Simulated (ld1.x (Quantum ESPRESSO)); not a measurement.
# What one change does to a pseudopotential (Au (Z = 79), PAW)

* Element: Au (Z = 79)
* Generator: ld1.x (Quantum ESPRESSO) 7.5
* Type: PAW
* Functional: LDA (PZ)
* Relativity: scalar-relativistic
* Frozen core: [Xe] 4f14
* Valence charge: 11
* Reference configuration: 5d10 6s0.5 6p0.5
* Partial waves: 6s (bound): rcut 1.95, rcutus 2.25 bohr; 6s channel at 3.1 Ry: rcut 1.95, rcutus 2.25 bohr; 6p (bound): rcut 2.00, rcutus 2.70 bohr; 6p channel at 1.6 Ry: rcut 2.00, rcutus 2.70 bohr; 5d (bound): rcut 2.15, rcutus 2.45 bohr; 5d channel at -0.1 Ry: rcut 2.15, rcutus 2.45 bohr
* Local potential: all-electron potential smoothed inside 2.25 bohr (lloc = -1)
* Core correction: Bessel-smoothed model core, default radius (core density twice the valence density)
* Augmentation charge: PSQ, inside the norm-conserving radii

All-electron outer shells of the reference configuration (LDA (PZ), scalar-relativistic, ld1.x):

| shell | level (eV) | outermost node (bohr) | outermost maximum (bohr) |
| --- | --- | --- | --- |
| 4f | -82.72 | – | 0.37 |
| 5p | -61.21 | 0.52 | 0.96 |
| 5d | -8.22 | 0.56 | 1.21 |
| 6s | -6.94 | 1.11 | 2.29 |
| 6p | -1.54 | 1.32 | 3.42 |

Change: functional PBE.

Cutoffs: the cutoffs (Ry, on a coarse ladder) from which the occupation-weighted sum of valence levels, in a spherical-Bessel basis at the reference potential, stays within 10 and 1 mRy of its value at 400 Ry; they do not see the model core or the augmentation charge, which bear on the density cutoff. Errors are all-electron minus pseudo energies relative to the spin-unpolarised reference configuration.

Question: Predict the effect on cutoff, ghosts and configuration errors.

Answer: The potential gets neither clearly harder nor softer (18 Ry and 30 Ry → 18 Ry and 30 Ry); the number of tests with a reliable result goes from 9 to 7; of the 7 tests that both files solve, the error grows in 1 and shrinks in 3 by more than 15 % and 0.3 meV (median size 27.3 → 17.7 meV); neither file shows a bound ghost.

| quantity | base | changed |
| --- | --- | --- |
| cutoff, loose | 18 Ry | 18 Ry |
| cutoff, tight | 30 Ry | 30 Ry |
| bound ghosts | none | none |
| error for 5d10 6s1 6p0, meV [ΔE -2.64 → -2.55 eV] | +0.8 | +0.6 |
| error for 5d10 6s0 6p0, meV [ΔE 7.13 → 6.86 eV] | -3.6 | -4.2 |
| error for 5d9 6s0 6p0, meV [ΔE 28.63 → 28.06 eV] | -40 | -31 |
| error for 5d7 6s0 6p0, meV [ΔE 110.80 → 109.65 eV] | -757 | -648 |
| error for 5d10 6s0.5 6p0, meV [ΔE 1.31 → 1.22 eV] | -0.8 | -0.7 |
| error for 5d9 6s1 6p0, meV [ΔE 9.73 → 9.57 eV] | -27 | -18 |
| error for 5d9 6s2 6p0, meV [ΔE -1.04 → -0.86 eV] | -27 | -18 |
| s: phases at 2.96 bohr within 0.05 rad from the reference energy up to (Ry; the scan ends near 5) | 4.4 | 4.4 |
| p: phases at 2.96 bohr within 0.05 rad from the reference energy up to (Ry; the scan ends near 5) | 3.7 | 3.8 |
| d: phases at 2.96 bohr within 0.05 rad from the reference energy up to (Ry; the scan ends near 5) | to the end of the scan | to the end of the scan |
| lowest overlap eigenvalue by channel | s 0.60, p 0.50, d 0.65 | s 0.60, p 0.50, d 0.67 |
